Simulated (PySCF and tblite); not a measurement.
Values are calculated unless marked as measured or tabulated.
Stationary points of C$_{3}$H$_{5}$BF$_{2}$Ge at GFN2-xTB, in Å:

Structure A

```
 1 F     2.895   -0.844    0.378
 2 B     2.090    0.193    0.248
 3 F     2.725    1.341    0.112
 4 C     0.535    0.068    0.214
 5 C    -0.358    0.120    1.212
 6 Ge   -1.900   -0.144    0.034
 7 C    -0.231   -0.150   -1.080
 8 H    -0.130    0.266    2.255
 9 H    -2.886    0.988   -0.152
10 H    -2.698   -1.423    0.143
11 H     0.047   -1.079   -1.575
12 H    -0.089    0.665   -1.788
```

Structure B

```
 1 F     2.740    0.163    1.405
 2 B     2.084    0.171    0.258
 3 F     2.864    0.302   -0.802
 4 C     0.547    0.039    0.169
 5 C    -0.321   -0.098    1.192
 6 Ge   -1.894   -0.171    0.022
 7 C    -0.258    0.042   -1.115
 8 H    -0.052   -0.134    2.235
 9 H    -2.893    0.960    0.101
10 H    -2.675   -1.462   -0.039
11 H     0.008   -0.781   -1.776
12 H    -0.148    0.969   -1.675
```

Geometries: GFN2-xTB; energies: PBE0/pcSseg-1 + D3(BJ); zero-point and thermal terms from GFN2-xTB harmonic modes (soft modes blended into free rotors).

**Question.** Which structure is a saddle point, and along which motion?

**Answer.** A: one imaginary mode (55i cm⁻¹ at GFN2-xTB, mostly on F3, F1, C5), along the rotation about the B2–C4 bond (torsion F1–B2–C4–C5 from 0° to 180°, rising).

**Question.** Give their symmetry and energies above the lowest.

**Answer.** A Cs, 4.4 kcal/mol; B Cs, 0.0 kcal/mol.

Spin–orbit effects of heavy atoms on shieldings are missing.
